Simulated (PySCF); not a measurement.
C3H7NO, SMILES `CCC(N)=O` (C–C–C–O torsion 25°, O–C–N–H torsion 3°), neutral singlet in the gas phase. 

Cartesian coordinates (Å):
```xyz
12

C     -1.6446     0.1706    -0.3560
C     -0.2942    -0.5147    -0.1943
C      0.7222     0.3594     0.5281
N      2.0270     0.0653     0.2642
O      0.4044     1.2424     1.3009
H     -2.3698    -0.5106    -0.8030
H     -2.0210     0.5005     0.6108
H     -1.5621     1.0508    -0.9951
H     -0.4037    -1.4272     0.4015
H      0.1061    -0.8261    -1.1630
H      2.7426     0.5660     0.7636
H      2.2931    -0.6764    -0.3576
```
Charge 0, multiplicity 1.

All levels are single points at this geometry (B3LYP-D3(BJ)/def2-TZVP); Pople sets use spherical d functions. Orbital energies aren't observables, and empty levels follow the basis.

```json
[
 {"level": "B3LYP-D3(BJ)/def2-TZVP in PySCF", "HOMO (eV)": "-7.05", "LUMO (eV)": "0.42", "gap (eV)": "7.47", "dipole (D)": "3.75", "vertical IE, Delta-SCF (eV)": "9.64"},
 {"level": "PBE-D3(BJ)/def2-TZVP in PySCF", "HOMO (eV)": "-5.66", "LUMO (eV)": "-0.36", "gap (eV)": "5.30", "dipole (D)": "3.62", "vertical IE, Delta-SCF (eV)": "9.45"},
 {"level": "B3LYP/3-21G in PySCF", "HOMO (eV)": "-6.31", "LUMO (eV)": "1.36", "gap (eV)": "7.67", "dipole (D)": "3.50", "vertical IE, Delta-SCF (eV)": "–"},
 {"level": "B3LYP/6-31G* in PySCF", "HOMO (eV)": "-6.60", "LUMO (eV)": "1.03", "gap (eV)": "7.63", "dipole (D)": "3.59", "vertical IE, Delta-SCF (eV)": "9.40"},
 {"level": "HF/3-21G in PySCF", "HOMO (eV)": "-10.74", "LUMO (eV)": "5.76", "gap (eV)": "16.50", "dipole (D)": "3.89", "vertical IE, Delta-SCF (eV)": "–"},
 {"level": "HF/6-31G* in PySCF", "HOMO (eV)": "-11.04", "LUMO (eV)": "5.53", "gap (eV)": "16.58", "dipole (D)": "3.98", "vertical IE, Delta-SCF (eV)": "–"}
]
```
